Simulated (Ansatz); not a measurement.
Correlation energies of H₅InOSeSi (`[SiH3][O][InH][SeH]`) by basis set

```json
{"atom": "Si1", "x (Å)": "-0.107", "y (Å)": "-0.271", "z (Å)": "-1.543"}
{"atom": "O2", "x (Å)": "-0.635", "y (Å)": "-0.845", "z (Å)": "-0.119"}
{"atom": "In3", "x (Å)": "-0.444", "y (Å)": "-0.430", "z (Å)": "1.812"}
{"atom": "Se4", "x (Å)": "1.024", "y (Å)": "1.535", "z (Å)": "2.222"}
{"atom": "H5", "x (Å)": "-1.251", "y (Å)": "0.147", "z (Å)": "-2.399"}
{"atom": "H6", "x (Å)": "0.678", "y (Å)": "-1.308", "z (Å)": "-2.269"}
{"atom": "H7", "x (Å)": "0.782", "y (Å)": "0.921", "z (Å)": "-1.365"}
{"atom": "H8", "x (Å)": "-1.281", "y (Å)": "-1.442", "z (Å)": "2.887"}
{"atom": "H9", "x (Å)": "1.234", "y (Å)": "1.692", "z (Å)": "0.775"}
```

Charge 0, multiplicity 1. Correlated methods include outer-core shells of In, Se, which these sets cover unevenly. Scalar relativity is left out up to krypton. In: def2 effective core potential. The structure was optimised at the PBE0-D4/def2-TZVP level. It is one conformer, not always the lowest. Frozen core, restricted reference, Ansatz 0.2.0.

```csv
basis,HF (Eh),MP2 corr.
def2-SVP,-2955.39014,-0.61138
def2-TZVPP,-2955.90227,-0.92456
def2-QZVPP,-2955.96464,-1.44631
```

**Question.** Estimate the CCSD correlation energy and the (T) correction in each basis where they were run (hartree).

**Answer.** 
```
     basis  CCSD corr.       (T)
  def2-SVP    -0.64906  -0.01704
def2-TZVPP    -0.94926  -0.03308
```
